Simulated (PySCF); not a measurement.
# Dipole response of Pt³⁺ (platinum, charge +3)

[Xe] 4f14 5d7, high-spin 4F determinant. Calculation: PySCF 2.14, in aug-cc-pwCVTZ-PP with ECP60MDF (8s8p7d4f3g, 122 functions); scalar relativity through the core potential. Coupled (time-dependent) response in atomic units; α is the mean over directions.

```tsv
method	mean α (bohr³)	C₆ (like pair)	S(−4)
HSE06	6.371	36.02	7.394
```

S(−4) is the Cauchy moment in α(ω) = α(0) + S(−4) ω² + …

Spin-orbit coupling is absent.

α(iu) at HSE06:

```
u (hartree)  α(iu) (bohr³)
          0          6.371
     0.0500          6.352
      0.100          6.298
      0.200          6.097
      0.300          5.806
      0.500          5.113
      0.750          4.278
       1.00          3.578
       1.50          2.558
       2.00          1.888
       3.00          1.121
       5.00         0.5068
```

For an ion, C₆ is the dispersion term alone; charge-induced terms of lower order in 1/R come first.

Energies and moments cover only the electrons outside the core potential. Spin-orbit coupling, absent here, splits the open shell strongly.
